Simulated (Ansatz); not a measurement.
Mulliken charges of CH4ClGeN (`N=[C](Cl)[GeH3]`) from ωB97M-V/def2-TZVPP in Ansatz (PBE0-D4/def2-TZVP geometry).

```csv
atom,x (Å),y (Å),z (Å),charge (e)
N1,1.745,0.562,-0.601,-0.146
C2,0.934,0.098,0.229,-0.057
Cl3,1.542,-0.346,1.815,-0.069
Ge4,-1.005,-0.232,0.038,0.025
H5,1.283,0.783,-1.483,0.136
H6,-1.751,0.602,1.084,0.044
H7,-1.384,0.202,-1.387,0.023
H8,-1.272,-1.726,0.248,0.044
```

**Question.** By hand: the dipole of these point charges (1 e Å = 4.8032 D).

**Answer.** Σ q r = (-0.430, -0.008, -0.225) e Å, of length 0.485 e Å = 2.33 D.

**Question.** How does the dipole of the full density compare? (Estimate.)

**Answer.** Ansatz gave: (-0.535, -0.019, -0.254) e Å, 2.85 D; the point charges give 0.82 times that, at 2° from its direction.

Point charges leave out the atoms' own dipoles, such as those of lone pairs, and Mulliken's split depends on the basis, so the two needn't agree.
